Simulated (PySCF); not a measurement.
C$_{3}$H$_{8}$N (SMILES [CH2-]N(C)C), charge -1, singlet, at a GFN2-xTB geometry (in this run its highest filled SCF level lies above zero, so its values depend strongly on the basis, on diffuse functions most of all). Base run: MP2/STO-3G run with PySCF.

PySCF was given this input:
```python
from pyscf import gto, scf, mp

mol = gto.Mole()
mol.atom = '''
    N     0.001546    0.029851    0.378522
    C    -0.002249    1.469584   -0.201896
    C     1.174442   -0.652834   -0.084420
    C    -1.173850   -0.655085   -0.074649
    H     0.883755    1.937223    0.347793
    H    -0.884542    1.935528    0.355151
    H     1.246424   -0.719139   -1.194192
    H     1.205142   -1.682705    0.312765
    H     2.059148   -0.119681    0.269251
    H    -1.254938   -0.721537   -1.183784
    H    -2.056603   -0.123626    0.286377
    H    -1.199269   -1.685009    0.322770
'''
mol.basis = 'sto-3g'
mol.charge = -1
mol.spin = 0
mol.verbose = 4
mol.build()

mf = scf.RHF(mol)
mf.kernel()

pt = mp.MP2(mf, frozen=4)
pt.kernel()
print('E(MP2) = %.10f' % pt.e_tot)
mf.analyze()
```

Each row names what was changed in the base input (with any setting that the change needs).

| change | basis functions | E (Eh) | MP2 correlation (Eh) | SCF-reference HOMO (eV) | SCF-reference HOMO-LUMO gap (eV) |
|---|---|---|---|---|---|
| base | 28 | -170.51665 | -0.19150 | 3.54 | 19.45 |
| basis = pcseg-0 | 52 | -172.44769 | -0.39041 | -0.37 | 10.26 |
| basis = 3-21G | 52 | -171.96576 | -0.38223 | 0.02 | 12.00 |
| basis = 6-31G | 52 | -172.85918 | -0.39142 | -0.25 | 11.27 |
| basis = def2-SV(P) | 72 | -172.96829 | -0.55403 | -0.57 | 9.85 |
| basis = 6-31G* | 72 | -173.10892 | -0.56040 | -0.31 | 11.42 |
| basis = 6-31+G* | 88 | -173.15832 | -0.58101 | -1.03 | 6.65 |
| basis = 6-31G** | 96 | -173.17720 | -0.61553 | -0.32 | 11.42 |
| basis = pcseg-1 | 96 | -173.14369 | -0.62057 | -0.74 | 9.54 |
| basis = def2-SVP | 96 | -173.05412 | -0.61790 | -0.58 | 9.84 |
| basis = pc-1 | 96 | -173.14587 | -0.62057 | -0.74 | 9.69 |
| basis = 6-311G** | 120 | -173.26726 | -0.65907 | -0.69 | 9.29 |
| basis = def2-SVPD | 144 | -173.11795 | -0.66057 | -0.99 | 7.60 |

Totals compare only among sets that treat the same electrons; sets with core potentials leave the core out.
